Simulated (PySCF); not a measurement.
**Electron correlation in Pm⁺ (promethium, charge +1)**

[Xe] 4f5 6p1, one real determinant (an excited configuration). All numbers are calculated (PySCF 2.14, scalar relativity by spin-free X2C-1e, in x2c-TZVPPall). Frozen: [Kr] 4d10; 14 electrons correlated.

MP2 pair energies summed by pair of shells (mhartree):

```tsv
pair	energy	share (%)
5p-5p	-120.33	31.8
4f-5p	-114.36	30.2
4f-4f	-64.98	17.2
5s-5p	-34.15	9.0
4f-5s	-24.63	6.5
5p-6p	-10.29	2.7
5s-5s	-6.23	1.6
4f-6p	-2.85	0.8
5s-6p	-0.51	0.1
```

Total MP2 correlation energy: -378.34 mhartree.

Same-spin part -164.34 and opposite-spin part -214.00 mhartree; SCS-MP2 scales them by 1/3 and 6/5 to -311.58 mhartree.

The basis was made for the ground configuration and has no added diffuse functions, which can raise the energy of the promoted electron.

The reference is one real determinant that mixes LS terms of this configuration.
